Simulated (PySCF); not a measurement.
C8H11NSi.
Cartesian coordinates in Å at the GFN2-xTB level; atoms count from 1:
```
atom  x, y, z in Å
C1     3.4160    1.2031   -0.0649
C2     2.9966    0.0826   -0.1079
C3     2.4554   -1.2539   -0.1508
Si4    0.5531   -1.2409    0.0181
C5    -0.1822   -0.1053    1.3699
C6    -1.0313    0.6410    0.3176
C7    -2.5106    0.2668    0.4388
C8    -3.2906    0.8934   -0.5960
N9    -3.8954    1.4006   -1.4232
C10   -0.4035    0.0788   -0.9771
H11    3.8078    2.1754   -0.0342
H12    2.7406   -1.7257   -1.0923
H13    2.8943   -1.8432    0.6558
H14    0.0353   -2.6154   -0.0275
H15    0.5465    0.5532    1.8380
H16   -0.7726   -0.5569    2.1638
H17   -0.9354    1.7271    0.3926
H18   -2.6229   -0.8184    0.3555
H19   -2.9062    0.5866    1.4081
H20   -1.1401   -0.2431   -1.7098
H21    0.2364    0.8111   -1.4654
```

Probes without a nucleus sit at each ring's centroid and 1 Å off its mean plane on both sides; NICS is minus the shielding there, NICSzz its component along the normal. Level: GIAO PBE0/pcSseg-1 (PySCF, non-relativistic, gas phase) on the GFN2-xTB geometry, one conformer.

Ring bond lengths (Å), with Mayer bond orders in brackets: Si4–C5 1.912 (0.94), C5–C6 1.544 (0.98), C6–C10 1.545 (0.97), C10–Si4 1.910 (0.94).

Question: Give the NICS values of each ring in ppm.

Answer: 
```json
{"ring": "Si4–C5–C6–C10", "type": "4-membered ring with Si; formal bonds all single", "NICS(0)": "0.2", "NICS(1), two faces": "-1.0 / -0.7", "NICS(1)zz, two faces": "4.0 / 4.0", "rms pucker (Å)": "0.07", "centre to ring atoms, mean (Å)": "1.22"}
```

Question: What can be read from them?

Answer: 
- Si4–C5–C6–C10: mean NICS(1)zz 4.0 ppm, deshielded. Si4, C5, C6, C10 have four or more neighbours, and the NICS criterion for π rings isn't applied.

Question: At the second NICS(1) probe listed for ring Si4–C5–C6–C10, 1 Å off the ring, what do the in-plane components average?

Answer: The isotropic value is a third of the trace: (3 × -0.7 − (4.0))/2 = -3.0 ppm.

Question: List the ring angles and the Hirshfeld charges of the ring atoms.

Answer: 
- Si4–C5–C6–C10: Si4 76.4° (+0.387 e), C5 91.0° (-0.167 e), C6 99.9° (-0.014 e), C10 91.0° (-0.167 e); sum 358.3° against 360° for a flat convex ring.
